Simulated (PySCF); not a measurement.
Excitation energy of Sn by level of theory

Sn [Kr] 4d10 5s2 5p2 (3P) → Sn [Kr] 4d10 5s2 5p1 5d1 (high-spin determinant), as a difference of total energies. Calculation: PySCF 2.14, in x2c-QZVPPall with one added diffuse shell each of s, p, d, f type (14s10p8d5f1g, 128 functions); the spin-free X2C one-electron Hamiltonian (Gaussian nucleus). Correlated levels: valence: [Kr] 4d10 frozen; valence and next inner shell: [Ar] 3d10 frozen. The calculations carry no spin-orbit coupling.

```
                                method  excitation energy (cm⁻¹)
                                   UHF                     44073
                                   LDA                     43030
                                   PBE                     41472
                                  PBE0                     42968
                                r2SCAN                     44333
                         MP2 (valence)                     44918
                     SCS-MP2 (valence)                     44768
    MP2 (valence and next inner shell)                     45546
SCS-MP2 (valence and next inner shell)                     45096
```

A first-order spin-orbit estimate (lowest level to lowest level, LS coupling) adds 0.047 eV.

The promoted electron is Rydberg-like, and one or two diffuse shells describe it only roughly, which tends to raise the upper state.

The determinant of the upper state mixes LS terms, which raises its energy above the lowest term, most at the Hartree-Fock and MP2 levels.
